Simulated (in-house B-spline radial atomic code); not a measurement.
Whole-atom quantities along the 17-electron series, configuration [Ne] 3s2 3p5. Breit and QED terms are first order and not part of the total energy; the density at the nucleus is averaged over the nuclear charge. Computed with a B-spline radial code for spherical atoms: Dirac-Hartree-Fock, average of the configuration, finite nuclei.

```json
{"ion": "Sb34+", "Z": "51", "E/Z² (Eh)": "-2.146", "Σ<r²> (bohr²)": "0.8121", "n(0)/Z³ (bohr⁻³)": "1.5136", "Lamb diamagnetic shielding (ppm)": "4277.32", "repulsion over attraction": "0.062878", "Breit energy (eV)": "116.8", "self-energy (eV)": "97.677", "vacuum polarisation (eV)": "-12.66", "Dirac less non-relativistic energy (Eh)": "-164.61"}
{"ion": "Te35+", "Z": "52", "E/Z² (Eh)": "-2.1544", "Σ<r²> (bohr²)": "0.77381", "n(0)/Z³ (bohr⁻³)": "1.5553", "Lamb diamagnetic shielding (ppm)": "4378.69", "repulsion over attraction": "0.061675", "Breit energy (eV)": "124.42", "self-energy (eV)": "104.62", "vacuum polarisation (eV)": "-13.764", "Dirac less non-relativistic energy (Eh)": "-178.95"}
{"ion": "I36+", "Z": "53", "E/Z² (Eh)": "-2.1627", "Σ<r²> (bohr²)": "0.73806", "n(0)/Z³ (bohr⁻³)": "1.6018", "Lamb diamagnetic shielding (ppm)": "4480.88", "repulsion over attraction": "0.060512", "Breit energy (eV)": "132.38", "self-energy (eV)": "111.93", "vacuum polarisation (eV)": "-14.946", "Dirac less non-relativistic energy (Eh)": "-194.25"}
{"ion": "Xe37+", "Z": "54", "E/Z² (Eh)": "-2.1709", "Σ<r²> (bohr²)": "0.70464", "n(0)/Z³ (bohr⁻³)": "1.6487", "Lamb diamagnetic shielding (ppm)": "4583.9", "repulsion over attraction": "0.059388", "Breit energy (eV)": "140.69", "self-energy (eV)": "119.61", "vacuum polarisation (eV)": "-16.21", "Dirac less non-relativistic energy (Eh)": "-210.55"}
{"ion": "Cs38+", "Z": "55", "E/Z² (Eh)": "-2.179", "Σ<r²> (bohr²)": "0.67334", "n(0)/Z³ (bohr⁻³)": "1.6988", "Lamb diamagnetic shielding (ppm)": "4687.78", "repulsion over attraction": "0.0583", "Breit energy (eV)": "149.35", "self-energy (eV)": "127.68", "vacuum polarisation (eV)": "-17.561", "Dirac less non-relativistic energy (Eh)": "-227.9"}
{"ion": "Ba39+", "Z": "56", "E/Z² (Eh)": "-2.1871", "Σ<r²> (bohr²)": "0.644", "n(0)/Z³ (bohr⁻³)": "1.7501", "Lamb diamagnetic shielding (ppm)": "4792.56", "repulsion over attraction": "0.057246", "Breit energy (eV)": "158.37", "self-energy (eV)": "136.16", "vacuum polarisation (eV)": "-19.004", "Dirac less non-relativistic energy (Eh)": "-246.35"}
{"ion": "La40+", "Z": "57", "E/Z² (Eh)": "-2.195", "Σ<r²> (bohr²)": "0.61644", "n(0)/Z³ (bohr⁻³)": "1.8049", "Lamb diamagnetic shielding (ppm)": "4898.27", "repulsion over attraction": "0.056226", "Breit energy (eV)": "167.77", "self-energy (eV)": "145.06", "vacuum polarisation (eV)": "-20.545", "Dirac less non-relativistic energy (Eh)": "-265.95"}
{"ion": "Ce41+", "Z": "58", "E/Z² (Eh)": "-2.2029", "Σ<r²> (bohr²)": "0.59053", "n(0)/Z³ (bohr⁻³)": "1.8619", "Lamb diamagnetic shielding (ppm)": "5004.94", "repulsion over attraction": "0.055236", "Breit energy (eV)": "177.54", "self-energy (eV)": "154.4", "vacuum polarisation (eV)": "-22.188", "Dirac less non-relativistic energy (Eh)": "-286.75"}
{"ion": "Pr42+", "Z": "59", "E/Z² (Eh)": "-2.2107", "Σ<r²> (bohr²)": "0.56613", "n(0)/Z³ (bohr⁻³)": "1.9222", "Lamb diamagnetic shielding (ppm)": "5112.6", "repulsion over attraction": "0.054277", "Breit energy (eV)": "187.72", "self-energy (eV)": "164.2", "vacuum polarisation (eV)": "-23.941", "Dirac less non-relativistic energy (Eh)": "-308.82"}
{"ion": "Nd43+", "Z": "60", "E/Z² (Eh)": "-2.2185", "Σ<r²> (bohr²)": "0.54314", "n(0)/Z³ (bohr⁻³)": "1.9847", "Lamb diamagnetic shielding (ppm)": "5221.3", "repulsion over attraction": "0.053345", "Breit energy (eV)": "198.29", "self-energy (eV)": "174.46", "vacuum polarisation (eV)": "-25.809", "Dirac less non-relativistic energy (Eh)": "-332.19"}
{"ion": "Pm44+", "Z": "61", "E/Z² (Eh)": "-2.2262", "Σ<r²> (bohr²)": "0.52144", "n(0)/Z³ (bohr⁻³)": "2.0475", "Lamb diamagnetic shielding (ppm)": "5331.05", "repulsion over attraction": "0.052441", "Breit energy (eV)": "209.28", "self-energy (eV)": "185.22", "vacuum polarisation (eV)": "-27.797", "Dirac less non-relativistic energy (Eh)": "-356.94"}
{"ion": "Sm45+", "Z": "62", "E/Z² (Eh)": "-2.2339", "Σ<r²> (bohr²)": "0.50094", "n(0)/Z³ (bohr⁻³)": "2.106", "Lamb diamagnetic shielding (ppm)": "5441.88", "repulsion over attraction": "0.051563", "Breit energy (eV)": "220.68", "self-energy (eV)": "196.49", "vacuum polarisation (eV)": "-29.91", "Dirac less non-relativistic energy (Eh)": "-383.1"}
{"ion": "Eu46+", "Z": "63", "E/Z² (Eh)": "-2.2416", "Σ<r²> (bohr²)": "0.48156", "n(0)/Z³ (bohr⁻³)": "2.1761", "Lamb diamagnetic shielding (ppm)": "5553.89", "repulsion over attraction": "0.050708", "Breit energy (eV)": "232.52", "self-energy (eV)": "208.28", "vacuum polarisation (eV)": "-32.163", "Dirac less non-relativistic energy (Eh)": "-410.78"}
{"ion": "Gd47+", "Z": "64", "E/Z² (Eh)": "-2.2493", "Σ<r²> (bohr²)": "0.4632", "n(0)/Z³ (bohr⁻³)": "2.2477", "Lamb diamagnetic shielding (ppm)": "5667.08", "repulsion over attraction": "0.049878", "Breit energy (eV)": "244.81", "self-energy (eV)": "220.62", "vacuum polarisation (eV)": "-34.56", "Dirac less non-relativistic energy (Eh)": "-440.01"}
{"ion": "Tb48+", "Z": "65", "E/Z² (Eh)": "-2.2569", "Σ<r²> (bohr²)": "0.44581", "n(0)/Z³ (bohr⁻³)": "2.3397", "Lamb diamagnetic shielding (ppm)": "5781.56", "repulsion over attraction": "0.049069", "Breit energy (eV)": "257.55", "self-energy (eV)": "233.54", "vacuum polarisation (eV)": "-37.121", "Dirac less non-relativistic energy (Eh)": "-470.93"}
{"ion": "Dy49+", "Z": "66", "E/Z² (Eh)": "-2.2645", "Σ<r²> (bohr²)": "0.42931", "n(0)/Z³ (bohr⁻³)": "2.4042", "Lamb diamagnetic shielding (ppm)": "5897.19", "repulsion over attraction": "0.048282", "Breit energy (eV)": "270.75", "self-energy (eV)": "247.04", "vacuum polarisation (eV)": "-39.822", "Dirac less non-relativistic energy (Eh)": "-503.46"}
{"ion": "Ho50+", "Z": "67", "E/Z² (Eh)": "-2.2722", "Σ<r²> (bohr²)": "0.41364", "n(0)/Z³ (bohr⁻³)": "2.4949", "Lamb diamagnetic shielding (ppm)": "6014.24", "repulsion over attraction": "0.047515", "Breit energy (eV)": "284.44", "self-energy (eV)": "261.16", "vacuum polarisation (eV)": "-42.71", "Dirac less non-relativistic energy (Eh)": "-537.83"}
{"ion": "Er51+", "Z": "68", "E/Z² (Eh)": "-2.2798", "Σ<r²> (bohr²)": "0.39876", "n(0)/Z³ (bohr⁻³)": "2.5807", "Lamb diamagnetic shielding (ppm)": "6132.61", "repulsion over attraction": "0.046768", "Breit energy (eV)": "298.61", "self-energy (eV)": "275.92", "vacuum polarisation (eV)": "-45.772", "Dirac less non-relativistic energy (Eh)": "-574.02"}
{"ion": "Tm52+", "Z": "69", "E/Z² (Eh)": "-2.2875", "Σ<r²> (bohr²)": "0.38459", "n(0)/Z³ (bohr⁻³)": "2.682", "Lamb diamagnetic shielding (ppm)": "6252.46", "repulsion over attraction": "0.046039", "Breit energy (eV)": "313.28", "self-energy (eV)": "291.35", "vacuum polarisation (eV)": "-49.035", "Dirac less non-relativistic energy (Eh)": "-612.17"}
{"ion": "Yb53+", "Z": "70", "E/Z² (Eh)": "?", "Σ<r²> (bohr²)": "?", "n(0)/Z³ (bohr⁻³)": "?", "Lamb diamagnetic shielding (ppm)": "?", "repulsion over attraction": "?", "Breit energy (eV)": "?", "self-energy (eV)": "?", "vacuum polarisation (eV)": "?", "Dirac less non-relativistic energy (Eh)": "?"}
{"ion": "Lu54+", "Z": "71", "E/Z² (Eh)": "-2.3029", "Σ<r²> (bohr²)": "0.35827", "n(0)/Z³ (bohr⁻³)": "2.8678", "Lamb diamagnetic shielding (ppm)": "6496.5", "repulsion over attraction": "0.044635", "Breit energy (eV)": "344.18", "self-energy (eV)": "324.3", "vacuum polarisation (eV)": "-56.157", "Dirac less non-relativistic energy (Eh)": "-694.5"}
{"ion": "Hf55+", "Z": "72", "E/Z² (Eh)": "?", "Σ<r²> (bohr²)": "?", "n(0)/Z³ (bohr⁻³)": "?", "Lamb diamagnetic shielding (ppm)": "?", "repulsion over attraction": "?", "Breit energy (eV)": "?", "self-energy (eV)": "?", "vacuum polarisation (eV)": "?", "Dirac less non-relativistic energy (Eh)": "?"}
{"ion": "Ta56+", "Z": "73", "E/Z² (Eh)": "-2.3184", "Σ<r²> (bohr²)": "0.33435", "n(0)/Z³ (bohr⁻³)": "3.102", "Lamb diamagnetic shielding (ppm)": "6747.04", "repulsion over attraction": "0.043295", "Breit energy (eV)": "377.25", "self-energy (eV)": "360.26", "vacuum polarisation (eV)": "-64.219", "Dirac less non-relativistic energy (Eh)": "-785.65"}
{"ion": "W57+", "Z": "74", "E/Z² (Eh)": "?", "Σ<r²> (bohr²)": "?", "n(0)/Z³ (bohr⁻³)": "?", "Lamb diamagnetic shielding (ppm)": "?", "repulsion over attraction": "?", "Breit energy (eV)": "?", "self-energy (eV)": "?", "vacuum polarisation (eV)": "?", "Dirac less non-relativistic energy (Eh)": "?"}
{"ion": "Re58+", "Z": "75", "E/Z² (Eh)": "-2.3341", "Σ<r²> (bohr²)": "0.31253", "n(0)/Z³ (bohr⁻³)": "3.3544", "Lamb diamagnetic shielding (ppm)": "7004.41", "repulsion over attraction": "0.042015", "Breit energy (eV)": "412.58", "self-energy (eV)": "399.48", "vacuum polarisation (eV)": "-73.306", "Dirac less non-relativistic energy (Eh)": "-886.27"}
```

Problem. Fill in the row of Yb53+.

Solution. E/Z² (Eh): -2.2952; Σ<r²> (bohr²): 0.37112; n(0)/Z³ (bohr⁻³): 2.7708; Lamb diamagnetic shielding (ppm): 6373.71; repulsion over attraction: 0.045328; Breit energy (eV): 328.47; self-energy (eV): 307.47; vacuum polarisation (eV): -52.487; Dirac less non-relativistic energy (Eh): -652.29.

Problem. Fill in the row of Hf55+.

Solution. E/Z² (Eh): -2.3106; Σ<r²> (bohr²): 0.34603; n(0)/Z³ (bohr⁻³): 2.9842; Lamb diamagnetic shielding (ppm): 6620.95; repulsion over attraction: 0.043957; Breit energy (eV): 360.44; self-energy (eV): 341.89; vacuum polarisation (eV): -60.068; Dirac less non-relativistic energy (Eh): -738.95.

Problem. Fill in the row of W57+.

Solution. E/Z² (Eh): -2.3263; Σ<r²> (bohr²): 0.32319; n(0)/Z³ (bohr⁻³): 3.2237; Lamb diamagnetic shielding (ppm): 6874.83; repulsion over attraction: 0.042648; Breit energy (eV): 394.62; self-energy (eV): 379.45; vacuum polarisation (eV): -68.624; Dirac less non-relativistic energy (Eh): -834.72.

Problem. With what power of Z does the column «vacuum polarisation (eV)» change over this range?

Solution. A fit of the logarithm of its size against log Z from Z = 51 to 75 has slope 4.55.
